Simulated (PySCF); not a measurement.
BrHSSn, neutral, multiplicity 1. Atoms are numbered in the order given.

```xyz
4

Sn     0.7219     0.5739     0.0000
Br    -0.3656    -1.7272     0.0000
S     -1.4070     1.7970     0.0000
H     -0.7877     3.0020     0.0000
```

The structure is a stationary point at r2SCAN-D4/def2-SVP. The def2 effective core potentials stand for the cores of Sn; spin–orbit coupling is left out. One conformer was computed; it need not be the lowest.

Method: TDDFT-CAM-B3LYP/def2-SVPD in PySCF.

Vertical excitations. The molecule is in vacuum. State labels are in the subgroup Cs.

```tsv
state	symmetry	energy (eV)	λ (nm)	f	main pairs
S1	A"	3.37	368	0.014	HOMO→LUMO 99 %
S2	A'	4.13	300	0.033	HOMO−1→LUMO 93 %
S3	A"	4.49	276	0.005	HOMO−2→LUMO 99 %
S4	A'	4.93	251	0.002	HOMO−3→LUMO 86 %
S5	A"	5.18	239	0.000	HOMO−4→LUMO 97 %
S6	A'	5.36	231	0.128	HOMO→LUMO+1 81 %
S7	A"	5.58	222	0.016	HOMO−1→LUMO+1 95 %
S8	A"	5.86	211	0.004	HOMO−1→LUMO+2 86 %
S9	A'	6.14	202	0.198	HOMO→LUMO+2 56 %, HOMO−2→LUMO+1 30 %
S10	A"	6.25	198	0.000	HOMO−3→LUMO+1 62 %, HOMO−1→LUMO+3 23 %
T1	A"	2.58	481	0	HOMO→LUMO 94 %
T2	A'	3.37	368	0	HOMO−1→LUMO 96 %
T3	A"	4.29	289	0	HOMO−2→LUMO 93 %
T4	A'	4.34	286	0	HOMO−3→LUMO 95 %
```
Triplets are in the Tamm–Dancoff approximation, which puts them higher than full response would, so one can lie above its singlet here.
